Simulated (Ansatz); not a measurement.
Isolated molecules relaxed with PBE0-D4/def2-TZVP in Ansatz; ΔE leaves out vibrations. CBS: MP2 limit from def2 TZ/QZ plus the TZ coupled-cluster correction, frozen cores. This one scheme is used for every species. Functionals use def2-TZVPP. B3LYP here is the variant with VWN-RPA as its local correlation; programs differ in this. Elements past krypton have def2 core potentials. For In outer-core shells are correlated without core-valence functions, which leaves a few kJ/mol of doubt a bond. Each species was taken in one conformer, which may not be the lowest.

Consider the redistribution: `C[CH2][InH][F]` + `N[Si]Cl` → `C[CH2][InH][NH2]` + `F[Si]Cl`.

| level | ΔE (kcal/mol) |
| --- | --- |
| revPBE-D4 | 4.3 |
| B3LYP-D4 | 2.9 |
| CAM-B3LYP-D4 | 2.3 |
| revPBE | 4.0 |
| B3LYP | 3.0 |
| HF/def2-TZVPP | 3.1 |
| MP2/def2-TZVPP | 0.3 |
| HF/def2-QZVPP | 2.9 |

(1) What does CCSD(T)/CBS give? (Estimate.)

Largest T1 diagnostic among the species: 0.014.

Answers

(1) Ansatz gave: +1.3 kcal/mol. The listed levels differ from it by 3.0, 1.6, 1.0, 2.7, 1.7, 1.8, -1.0, 1.6 kcal/mol.

At CCSD(T), def2-SVP lies +2.9 kcal/mol from the extrapolated value and def2-TZVPP −0.8 kcal/mol. In def2-TZVPP, CCSD(T) changes the Hartree–Fock value by −2.7 kcal/mol (the triples alone add −0.1 kcal/mol) and MP2 by −2.8 kcal/mol. Leaving LDA and LC-ωPBE aside and taking each functional with its dispersion term where it has one, the values, not all of them listed here, spread over 2.8 kcal/mol, from ωB97M-V to revPBE-D4. LDA lies −1.7 kcal/mol from PBE without D4.
